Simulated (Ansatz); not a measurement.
Consider the ligand exchange at a B–C bond: `BC=O` + `O[Si](O)(O)O` → `BO[Si](O)(O)O` + `C=O`.

Computed with Ansatz on PBE0-D4/def2-TZVP structures; ΔE is electronic, products minus reactants. CBS: MP2 limit from def2 TZ/QZ plus the TZ coupled-cluster correction, frozen cores. This one scheme is used for every species. DFT in def2-TZVPP. B3LYP here is the variant with VWN-RPA as its local correlation; programs differ in this. HSE06 is defined as in plane-wave codes. One conformer a species, not always the lowest.

```json
{"level": "LDA (SPW92)", "ΔE (kJ/mol)": "-114.3", "difference from CCSD(T)/CBS": "21.5"}
{"level": "PBE-D4", "ΔE (kJ/mol)": "-119.3", "difference from CCSD(T)/CBS": "16.5"}
{"level": "revPBE-D4", "ΔE (kJ/mol)": "-120.4", "difference from CCSD(T)/CBS": "15.4"}
{"level": "BLYP-D4", "ΔE (kJ/mol)": "-131.3", "difference from CCSD(T)/CBS": "4.5"}
{"level": "r2SCAN-D4", "ΔE (kJ/mol)": "-126.4", "difference from CCSD(T)/CBS": "9.4"}
{"level": "B97M-V", "ΔE (kJ/mol)": "-133.6", "difference from CCSD(T)/CBS": "2.2"}
{"level": "PBE0-D4", "ΔE (kJ/mol)": "-129.8", "difference from CCSD(T)/CBS": "6.0"}
{"level": "B3LYP-D4", "ΔE (kJ/mol)": "-138.6", "difference from CCSD(T)/CBS": "-2.8"}
{"level": "r2SCANh-D4", "ΔE (kJ/mol)": "-129.8", "difference from CCSD(T)/CBS": "6.0"}
{"level": "r2SCAN0-D4", "ΔE (kJ/mol)": "-134.4", "difference from CCSD(T)/CBS": "1.4"}
{"level": "HSE06-D4", "ΔE (kJ/mol)": "-129.6", "difference from CCSD(T)/CBS": "6.2"}
{"level": "BHLYP-D4", "ΔE (kJ/mol)": "-149.2", "difference from CCSD(T)/CBS": "-13.4"}
{"level": "ωB97X-V", "ΔE (kJ/mol)": "-135.9", "difference from CCSD(T)/CBS": "-0.1"}
{"level": "ωB97M-V", "ΔE (kJ/mol)": "-136.2", "difference from CCSD(T)/CBS": "-0.4"}
{"level": "B2PLYP", "ΔE (kJ/mol)": "-136.4", "difference from CCSD(T)/CBS": "-0.6"}
{"level": "PBE-QIDH", "ΔE (kJ/mol)": "-134.6", "difference from CCSD(T)/CBS": "1.2"}
{"level": "PBE", "ΔE (kJ/mol)": "-117.1", "difference from CCSD(T)/CBS": "18.7"}
{"level": "revPBE", "ΔE (kJ/mol)": "-117.6", "difference from CCSD(T)/CBS": "18.2"}
{"level": "BLYP", "ΔE (kJ/mol)": "-127.5", "difference from CCSD(T)/CBS": "8.3"}
{"level": "r2SCAN", "ΔE (kJ/mol)": "-125.6", "difference from CCSD(T)/CBS": "10.2"}
{"level": "B3LYP", "ΔE (kJ/mol)": "-135.3", "difference from CCSD(T)/CBS": "0.5"}
{"level": "r2SCANh", "ΔE (kJ/mol)": "-128.9", "difference from CCSD(T)/CBS": "6.9"}
{"level": "r2SCAN0", "ΔE (kJ/mol)": "-133.4", "difference from CCSD(T)/CBS": "2.4"}
{"level": "HSE06", "ΔE (kJ/mol)": "-127.5", "difference from CCSD(T)/CBS": "8.3"}
{"level": "BHLYP", "ΔE (kJ/mol)": "-146.0", "difference from CCSD(T)/CBS": "-10.2"}
{"level": "CAM-B3LYP", "ΔE (kJ/mol)": "-138.9", "difference from CCSD(T)/CBS": "-3.1"}
{"level": "LC-ωPBE", "ΔE (kJ/mol)": "-130.6", "difference from CCSD(T)/CBS": "5.2"}
{"level": "RPA@PBE/def2-TZVPP", "ΔE (kJ/mol)": "-139.1", "difference from CCSD(T)/CBS": "-3.3"}
{"level": "HF/def2-SVP", "ΔE (kJ/mol)": "-170.2", "difference from CCSD(T)/CBS": "-34.4"}
{"level": "MP2/def2-SVP", "ΔE (kJ/mol)": "-158.1", "difference from CCSD(T)/CBS": "-22.3"}
{"level": "CCSD/def2-SVP", "ΔE (kJ/mol)": "-160.6", "difference from CCSD(T)/CBS": "-24.8"}
{"level": "CCSD(T)/def2-SVP", "ΔE (kJ/mol)": "-158.2", "difference from CCSD(T)/CBS": "-22.4"}
{"level": "HF/def2-TZVPP", "ΔE (kJ/mol)": "-160.7", "difference from CCSD(T)/CBS": "-24.9"}
{"level": "MP2/def2-TZVPP", "ΔE (kJ/mol)": "-138.0", "difference from CCSD(T)/CBS": "-2.2"}
{"level": "CCSD/def2-TZVPP", "ΔE (kJ/mol)": "-141.9", "difference from CCSD(T)/CBS": "-6.1"}
{"level": "CCSD(T)/def2-TZVPP", "ΔE (kJ/mol)": "-137.8", "difference from CCSD(T)/CBS": "-2.0"}
{"level": "HF/def2-QZVPP", "ΔE (kJ/mol)": "-162.2", "difference from CCSD(T)/CBS": "-26.4"}
{"level": "MP2/def2-QZVPP", "ΔE (kJ/mol)": "-137.3", "difference from CCSD(T)/CBS": "-1.5"}
{"level": "MP2/CBS(def2)", "ΔE (kJ/mol)": "-136.0", "difference from CCSD(T)/CBS": "-0.2"}
{"level": "CCSD/CBS(def2)", "ΔE (kJ/mol)": "-139.9", "difference from CCSD(T)/CBS": "-4.1"}
{"level": "CCSD(T)/CBS", "ΔE (kJ/mol)": "-135.8", "difference from CCSD(T)/CBS": "0"}
```

Task: What do rigid-rotor, harmonic-oscillator terms from PBE0-D4/def2-TZVP frequencies (298.15 K, 1 bar) make of the CCSD(T)/CBS value? (An estimate is asked.)

Result: The calculation gave: ΔZPE = +0.2 kJ/mol, ΔH = -134.5 kJ/mol, ΔS = -1 J/(mol·K), ΔG = -134.3 kJ/mol.

Largest T1 diagnostic among the species: 0.021, so the coupled-cluster value is less sure than usual.

From PBE to PBE0 (25 % exact exchange), in def2-TZVPP and without D4, ΔE moves by −10.6 kJ/mol. The D4 term adds −3.3 kJ/mol with B3LYP and −2.1 kJ/mol with PBE0; it sums over pairs of atoms, weighted by their polarisabilities, and B3LYP, whose exchange is more repulsive, gets the larger term. Leaving LDA and LC-ωPBE aside and taking each functional with its dispersion term where it has one, the values spread over 30.0 kJ/mol, from BHLYP-D4 to PBE-D4.
